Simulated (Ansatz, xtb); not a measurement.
**Two isomers of CH11NO2Si3**

We compare a, `C[Si@@H](N)O[SiH2]O[SiH3]`, a singlet, with b, `C[SiH2]O[SiH2]O[SiH2]N`, a singlet. Both are isolated molecules in the gas phase, relaxed with B3LYP/def2-SVP, each in the lowest conformer that the search found.

a (Å):

```csv
atom,x (Å),y (Å),z (Å)
C,-3.3395,1.6983,1.0104
N,-1.9579,2.0339,-1.5677
O,-0.4930,1.7509,0.8733
O,2.0015,1.5798,-0.2173
Si,-1.8373,1.2769,-0.0206
Si,1.0066,2.4272,0.8040
Si,3.0269,0.3035,-0.4898
H,-4.2606,1.3142,0.5441
H,-3.4433,2.7901,1.1272
H,-3.2521,1.2647,2.0193
H,-1.6920,-0.1831,-0.2674
H,-2.2269,3.0084,-1.6644
H,-1.3671,1.7414,-2.3400
H,1.5783,2.4083,2.1763
H,0.9270,3.8142,0.2743
H,4.1264,0.7510,-1.3888
H,3.6115,-0.1879,0.7932
H,2.2888,-0.8130,-1.1466
```

b (Å):

| atom | x (Å) | y (Å) | z (Å) |
| --- | --- | --- | --- |
| C | -3.6384 | 2.3745 | 1.3277 |
| N | 1.0285 | 0.4131 | -1.1761 |
| O | -2.6497 | -0.0417 | 0.1083 |
| O | -1.0014 | -1.5933 | -1.4152 |
| Si | -2.2157 | 1.5246 | 0.4559 |
| Si | -2.3922 | -1.5465 | -0.5288 |
| Si | 0.6121 | -1.2036 | -1.6025 |
| H | -3.3744 | 3.4172 | 1.5716 |
| H | -4.5381 | 2.3891 | 0.6918 |
| H | -3.8916 | 1.8569 | 2.2669 |
| H | -1.8785 | 2.2502 | -0.8061 |
| H | -1.0047 | 1.5292 | 1.3334 |
| H | -3.5269 | -1.8772 | -1.4272 |
| H | -2.3043 | -2.5168 | 0.5966 |
| H | 0.9125 | -1.3981 | -3.0430 |
| H | 1.4111 | -2.1025 | -0.7262 |
| H | 0.7718 | 1.2084 | -1.7522 |
| H | 1.1970 | 0.6912 | -0.2147 |

Task: Which of the two would you expect CCSD(T)/def2-SVP + ΔMP2/def2-TZVPP electronic energies to favour?

Result: Too close to call at this level: CCSD(T)/def2-SVP + ΔMP2/def2-TZVPP gives E(b) − E(a) = −0.18 kJ/mol.

Level by level:

| level | geometry | E(b) − E(a) (kJ/mol) | departure from the last row (kJ/mol) | job, with rough time for the two |
| --- | --- | --- | --- | --- |
| B3LYP/def2-SVP | B3LYP/def2-SVP | −2.25 | −2.07 | optimisation, 92 s |
| HF/def2-SVP | B3LYP/def2-SVP | −1.37 | −1.19 | part of the CCSD(T) run |
| MP2/def2-SVP | B3LYP/def2-SVP | −1.99 | −1.80 | part of the CCSD(T) run |
| CCSD(T)/def2-SVP | B3LYP/def2-SVP | −1.77 | −1.59 | single point |
| CCSD(T)/def2-SVP + ΔMP2/def2-TZVPP | B3LYP/def2-SVP | −0.18 |  | single point, 34 s |

As drawn, both hold the same kinds of bond in the same numbers.

The largest departure from CCSD(T)/def2-SVP + ΔMP2/def2-TZVPP is that of B3LYP/def2-SVP, 2.07 kJ/mol. A small imaginary or near-zero mode remains, so no thermal terms are given. Levels run at GFN2-xTB geometries aren't shown. The last row adds to CCSD(T) the change of the MP2 difference between the two basis sets, here +1.59 kJ/mol.

The correlated steps freeze 19 core orbitals. Codes used: Ansatz 0.2.0, xtb 6.7.1; the last row on 4 threads of AMD EPYC 9R45 96-Core Processor (Zen 5) on a shared host.
